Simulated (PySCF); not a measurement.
CH2Cl, SMILES [CH2]Cl (connectivity only; charge and spin as stated), charge +1, multiplicity 1.

Geometry optimised at B3LYP-D3(BJ)/def2-TZVP. The multiplicity is an assumed one; other spin states were not compared. The isomer is the one that the SMILES or the coordinates give; other isomers of the formula were not compared.

Calculation: PySCF with CAM-B3LYP/def2-TZVPD.

Symmetry labels are those of the subgroup C2v that the program uses (full group C2v).

Computed valence orbital energies around the gap with their symmetry:
```csv
orbital,symmetry,energy (eV)
HOMO−7,B1,-207.69
HOMO−6,B2,-207.48
HOMO−5,A1,-35.46
HOMO−4,A1,-28.02
HOMO−3,B2,-23.32
HOMO−2,A1,-22.62
HOMO−1,B1,-20.27
HOMO,B2,-18.23
LUMO,B1,-9.99
LUMO+1,A1,-4.70
LUMO+2,A1,-3.78
LUMO+3,B2,-3.02
```
